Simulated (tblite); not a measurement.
Species: C8H10NP.
Cartesian coordinates in Å at the GFN2-xTB level; atoms count from 1:
```xyz
20
C8H10NP angstrom
C      3.558    0.754    0.184
C      2.765   -0.106   -0.438
C      1.380   -0.365   -0.050
C      0.754   -1.703   -0.338
P      0.066   -0.364   -1.400
N     -1.284    0.089   -0.419
C     -2.358   -0.696   -0.091
C     -3.290    0.074    0.538
C     -2.783    1.393    0.577
C     -1.563    1.373   -0.029
H      3.216    1.320    1.035
H      4.573    0.923   -0.128
H      3.126   -0.664   -1.294
H      1.063    0.130    0.864
H      1.377   -2.429   -0.844
H      0.111   -2.130    0.420
H     -2.363   -1.743   -0.327
H     -4.230   -0.258    0.932
H     -3.267    2.247    1.009
H     -0.856    2.162   -0.204
```

Level: GFN2-xTB in tblite, geometry and Hessian alike; calculated harmonic values, unscaled, isolated species. Against measured fundamentals such values can be off by several per cent, at times by over 20. One conformer, not necessarily the lowest.

Harmonic wavenumbers (cm⁻¹): 42.5, 62.2, 96.7, 108.9, 205.0, 237.2, 268.1, 346.0, 430.0, 474.8, 574.1, 577.8, 589.9, 691.1, 719.4, 762.7, 771.2, 818.7, 820.7, 834.2, 840.1, 871.7, 883.6, 914.1, 934.9, 988.3, 1005.0, 1020.7, 1061.3, 1078.5, 1089.9, 1132.7, 1188.2, 1191.6, 1228.4, 1247.9, 1314.3, 1333.3, 1397.1, 1402.3, 1417.6, 1456.1, 1561.2, 1686.7, 3006.4, 3048.9, 3050.4, 3067.7, 3105.3, 3138.3, 3142.9, 3143.6, 3159.4, 3170.3.

A = 2755, B = 677.2, C = 604.2 MHz; mass 151.055 u (most abundant isotopes); point group C1, symmetry number 1.

Zero-point energy?

Half the sum of the wavenumbers: 34355 cm⁻¹ = 98.23 kcal/mol.

What is S at 400 K and 1 bar for an ideal gas of classical rigid rotors and harmonic oscillators?

Translation 42.43, rotation 30.91, vibration 40.39: S = 113.7 cal/(mol K).

And Cp and H(400 K) − H(0)?

Cp = 51.90 cal/(mol K), of which vibrations give 43.95 (their classical limit is 54 R = 107.3); H(400 K) − H(0) = 11.62 kcal/mol without the zero-point energy, 8.44 from vibrations.

How do the functions run with temperature in this model?

| T (K) | S (cal/(mol K)) | Cp (cal/(mol K)) | H − H(0) (kcal/mol) | G − H(0) (kcal/mol) | ln q(vib) |
| --- | --- | --- | --- | --- | --- |
| 100 | 71.4 | 18.3 | 1.32 | -5.82 | 1.95 |
| 200 | 86.9 | 28.0 | 3.61 | -13.78 | 4.53 |
| 300 | 100.5 | 40.2 | 7.01 | -23.15 | 7.08 |
| 500 | 126.4 | 61.5 | 17.31 | -45.88 | 12.38 |
| 800 | 159.8 | 80.3 | 38.89 | -88.99 | 20.29 |
| 1000 | 178.6 | 88.0 | 55.77 | -122.88 | 25.26 |

q(vib) and H(0) count from the zero-point level.

Which modes carry the vibrational entropy at 400 K?

42.5 cm⁻¹: 5.72; 62.2 cm⁻¹: 4.97; 96.7 cm⁻¹: 4.10; 108.9 cm⁻¹: 3.86; 205.0 cm⁻¹: 2.64; 237.2 cm⁻¹: 2.36 cal/(mol K); the other 48 give 16.74 together.

What must be added to the electronic energy to get the Gibbs energy at 400 K and 1 bar?

ZPE + [H(400 K) − H(0)] − T·S = 98.23 + 11.62 − 45.49 = 64.36 kcal/mol.

Blend soft modes into free rotors: weight 1/[1 + (100 cm⁻¹/ν̃)⁴] for the oscillator and the rest for a rotor with moment μB/(μ + B), μ = h/(8π²ν), B = 10⁻⁴⁴ kg m². What vibrational entropy results?

36.72 cal/(mol K) in place of 40.39, which changes −T·S at 400 K by +1.47 kcal/mol.

Hindered rotation and anharmonicity are outside this model. Other conformers, if any are populated, would add a mixing term that is left out. The structure is chiral; the term R ln 2 for an equal mix with its mirror image is left out.

Hardware: an x86-64 server with one thread (shared host). The figure is for the frequency step alone.
